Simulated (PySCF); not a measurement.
C5H11NSi, SMILES C(C[Si](C)(C)C)#N, GFN2-xTB optimised geometry.

```
18

C      1.17     0.86    -1.57
Si     0.58    -0.03     0.00
C      1.14    -1.86     0.01
C      1.16     0.87     1.57
C     -1.36    -0.03     0.00
C     -1.85     1.30     0.00
N     -2.22     2.39     0.00
H      2.25     0.96    -1.59
H      0.74     1.86    -1.63
H      0.87     0.33    -2.47
H      2.22    -1.93     0.01
H      0.78    -2.39    -0.87
H      0.77    -2.39     0.88
H      2.25     0.96     1.60
H      0.75     1.87     1.62
H      0.86     0.35     2.47
H     -1.74    -0.55     0.88
H     -1.74    -0.55    -0.88
```

Density from PBE/def2-SVP run with PySCF at that geometry.

Minimum of the electron density along straight lines between bonded atoms, close to the bond critical point (lines longer than 1.1 times the sum of covalent radii, or with two minima, are not listed):

```
bond    length / Å  ρ at the minimum / e bohr⁻³  ∇²ρ there / e bohr⁻⁵  position (fraction from the first atom)
------  ----------  ---------------------------  --------------------  ---------------------------------------
C1–Si2       1.904                        0.110                  0.29                                     0.62
Si2–C3       1.906                        0.110                  0.29                                     0.38
Si2–C4       1.904                        0.110                  0.29                                     0.38
Si2–C5       1.937                          ___                  0.27                                     0.38
C5–C6        1.426                        0.274                   ___                                     0.47
C6–N7        1.145                        0.475                   ___                                     0.34
C1–H8        1.086                        0.269                 -0.95                                     0.63
C1–H9        1.087                        0.270                 -0.96                                     0.63
C1–H10       1.087                        0.269                 -0.95                                     0.63
C3–H11       1.085                        0.270                 -0.95                                     0.63
C3–H12       1.086                        0.270                 -0.95                                     0.63
C3–H13       1.086                        0.270                 -0.95                                     0.63
C4–H14       1.086                        0.269                 -0.95                                     0.63
C4–H15       1.086                        0.270                 -0.96                                     0.63
C4–H16       1.086                        0.269                 -0.95                                     0.63
C5–H17       1.090                        0.269                 -0.96                                     0.63
C5–H18       1.090                        0.269                 -0.96                                     0.63
```

### Question
Some entries are withheld; supply them.

### Answer

- Si2–C5, ρ at the minimum / e bohr⁻³: 0.101
- C5–C6, ∇²ρ there / e bohr⁻⁵: -0.65
- C6–N7, ∇²ρ there / e bohr⁻⁵: 0.41
